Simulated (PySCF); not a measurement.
C3H9FSi2, SMILES C(/C(=C\F)[SiH3])[SiH3]. Coordinates come from a B3LYP-D3(BJ)/def2-SVP optimisation. The structure was generated by enumeration; whether it is a known compound was not checked. The values are those of a single conformer.

### Question
Give the equilibrium geometry at B3LYP-D3(BJ)/def2-SVP (PySCF confirms it by a frequency run) as Cartesian coordinates in Å. (An estimate is asked for; the answer gives what the named calculation found.)

### Answer
This is not unique; one that fits is 
```xyz
15

F     -0.2866     2.3727     0.3824
C      0.6822     1.5033     0.0490
C      0.5586     0.1878     0.2642
Si     1.9734    -0.9364    -0.2358
C     -0.6990    -0.3889     0.8705
Si    -2.0138    -0.7655    -0.4527
H      1.5472     2.0045    -0.3943
H      1.5082    -1.9583    -1.2183
H      3.0648    -0.1221    -0.8429
H      2.4948    -1.6611     0.9609
H     -0.4873    -1.3207     1.4209
H     -1.1464     0.3170     1.5897
H     -1.4694    -1.7303    -1.4515
H     -3.2252    -1.3627     0.1842
H     -2.3934     0.4933    -1.1534
```
Charge 0, spin multiplicity 1.
